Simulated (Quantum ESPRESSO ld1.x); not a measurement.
Results of a calculation; reference values are marked as such.
The cadmium ion Cd9+, 39 electrons, occupied as [Kr] 4d3. Code: ld1.x of Quantum ESPRESSO 7.5. Model: Dirac Kohn-Sham, revPBE, spin-unpolarised, spherical densities, point nucleus; open shells are shared between the two j in proportion to 2j + 1.

Normalised radial functions P(r) = r R(r) (large component), r in bohr:

r           5s1/2   4f5/2
0.002364   0.0570  0.0000
0.003129   0.0712  0.0000
0.004106   0.0872  0.0000
0.00539    0.1050  0.0000
0.007075   0.1234  0.0000
0.009286   0.1402  0.0000
0.01219    0.1517  0.0000
0.01613    0.1520  0.0000
0.02117    0.1337  0.0001
0.02779    0.0893  0.0002
0.03647    0.0144  0.0005
0.04787   -0.0857  0.0013
0.06284   -0.1885  0.0033
0.08314   -0.2503  0.0081
0.1091    -0.2113  0.0187
0.1432    -0.0452  0.0407
0.188      0.1980  0.0831
0.2468     0.3673  0.1575
0.3239     0.2859  0.2748
0.4252    -0.0753  0.4381
0.5626    -0.4805  0.6387
0.7385    -0.5079  0.8233
0.9693    -0.0139  0.9219
1.272      0.6546  0.8643
1.67       0.9394  0.6501
2.192      0.6863  0.3656
2.9        0.2591  0.1295
3.807      0.0491  0.0266
4.997      0.0039  0.0026

5s1/2 (empty): eigenvalue -114.88 eV, 4 radial nodes at r = 0.0381, 0.151, 0.406, 0.975 bohr, <r> = 1.71 bohr, 90 % of the charge inside 2.39 bohr. 4f5/2 (empty): eigenvalue -97.498 eV, 0 radial nodes, <r> = 1.23 bohr, 90 % of the charge inside 1.91 bohr.
